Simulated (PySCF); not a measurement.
Molecule: C3H9ClSi, charge 0, multiplicity 1. 
Coordinates optimised at B3LYP-D3(BJ)/def2-TZVP (Ansatz):
```
Si
C 1 1.8663
H 2 1.0913 1 111.02
H 2 1.0913 3 108.07 1 -121.97
H 2 1.0932 3 108.13 4 -116.82
C 1 1.8663 2 111.47 3 -177.48
H 6 1.0913 1 111.02 2 177.48
H 6 1.0913 7 108.07 1 121.97
H 6 1.0932 7 108.13 8 116.82
C 1 1.8663 2 111.47 3 57.25
H 10 1.0913 1 111.02 2 -57.25
H 10 1.0913 11 108.07 1 121.97
H 10 1.0932 11 108.13 12 116.82
Cl 1 2.0919 2 107.39 3 -60.12
```

Dispersion corrections to the total energy (kcal/mol) from the dftd3 and dftd4 libraries through PySCF: D3(BJ) without and D4 with the three-body term, each with the damping fitted for the functional named.

```json
[
 {"functional": "BP86", "D3(BJ)": "-13.10", "D4": "-10.37"},
 {"functional": "B2PLYP", "D3(BJ)": "…", "D4": "-5.34"},
 {"functional": "r2SCAN", "D3(BJ)": "…", "D4": "-1.95"},
 {"functional": "HF", "D3(BJ)": "-55.77", "D4": "-25.02"},
 {"functional": "B2GP-PLYP", "D3(BJ)": "-5.78", "D4": "…"},
 {"functional": "CAM-B3LYP", "D3(BJ)": "-6.59", "D4": "-6.61"},
 {"functional": "BHLYP", "D3(BJ)": "-11.12", "D4": "-9.38"}
]
```

### Question
Complete the blanks.

### Answer

- B2PLYP, D3(BJ): -6.67
- r2SCAN, D3(BJ): -2.34
- B2GP-PLYP, D4: -3.28
